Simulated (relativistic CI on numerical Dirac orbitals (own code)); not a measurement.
**What each ingredient does to the levels of Au XXIII**

Base calculation: Dirac-Coulomb-Breit CI, separate exchange-only KLI orbitals for each configuration, model QED (radiative potential, 1s self-energy scaled to tabulated hydrogen-like ionisation energies), unscaled Slater integrals.

CI space (outside the closed core [Ar] 3d10): 4s²4p⁶4d¹⁰4f¹¹, 4s²4p⁶4d¹⁰4f¹⁰5s, 4s²4p⁶4d¹⁰4f⁹5s², 4s²4p⁶4d¹⁰4f¹⁰5p, 4s²4p⁶4d⁹4f¹², 4s²4p⁶4d¹⁰4f¹⁰5d, 4s²4p⁶4d⁸4f¹³, 4s²4p⁵4d¹⁰4f¹², 4s²4p⁶4d¹⁰4f¹⁰6s, 4s²4p⁴4d¹⁰4f¹³, 4p⁶4d¹⁰4f¹³, 4s4p⁶4d⁹4f¹³, 4s4p⁶4d¹⁰4f¹¹5s, 4s4p⁶4d¹⁰4f¹¹6s. Levels of other configurations are missing.

The lowest level and the first level of each name with at least 55 % of one term (blank where a level has no safe partner in the second run):

```csv
Level,Base (cm⁻¹),Shift (cm⁻¹)
4s²4p⁶4d¹⁰4f¹¹ ⁴I°15/2,0,0
4s²4p⁶4d¹⁰4f¹¹ ⁴I°13/2,27711,-29
4s²4p⁶4d¹⁰4f¹¹ ⁴F°7/2,58637,+2322
4s²4p⁶4d¹⁰4f¹¹ ²K°15/2,70184,+301
4s²4p⁶4d¹⁰4f¹¹ ²P°1/2,83394,+6085
4s²4p⁶4d¹⁰4f¹¹ ²K°13/2,87703,+910
4s²4p⁶4d¹⁰4f¹¹ ²I°11/2,100475,+2231
4s²4p⁶4d¹⁰4f¹¹ ²L°17/2,104281,-672
4s²4p⁶4d¹⁰4f¹¹ ²I°13/2,115848,+1640
4s²4p⁶4d¹⁰4f¹¹ ²L°15/2,131099,-560
4s²4p⁶4d¹⁰4f¹¹ ⁴D°1/2,133111,+4407
4s²4p⁶4d¹⁰4f¹¹ ²F°7/2,138812,+6145
4s²4p⁶4d¹⁰4f¹¹ ²F°5/2,172555,+5458
4s²4p⁶4d¹⁰4f¹⁰5s ⁶I17/2,389297,-569
4s²4p⁶4d¹⁰4f¹⁰5s ⁶I13/2,422587,-525
4s²4p⁶4d¹⁰4f¹⁰5s ⁶F9/2,444719,-226
4s²4p⁶4d¹⁰4f¹⁰5s ⁶I7/2,445030,-486
4s²4p⁶4d¹⁰4f¹⁰5s ⁶F7/2,453440,-137
4s²4p⁶4d¹⁰4f¹⁰5s ⁶G13/2,454495,-63
```

At this charge transitions that keep the count of f electrons are usually good to a few per cent. Terms inside the open d or f shell come out 10 to 20 % too wide with unscaled integrals. Levels that differ in their count of f electrons can be misplaced by several ten thousand cm⁻¹, since the correlation energy of f electrons is missing or only estimated; rates across such gaps can be off by orders of magnitude.

One thing was changed in a second run, which moved the levels as shown. Which?
A. QED terms removed
B. Breit term removed
C. configuration mixing switched off
D. P86 correlation estimate

C. Configuration mixing switched off. Without mixing, levels that were pushed by configurations of the same parity and J return to their single-configuration places.

LS names give the leading component of a level, which can be under half, so a name can repeat, a term be missing and a line seem to break the LS rules.
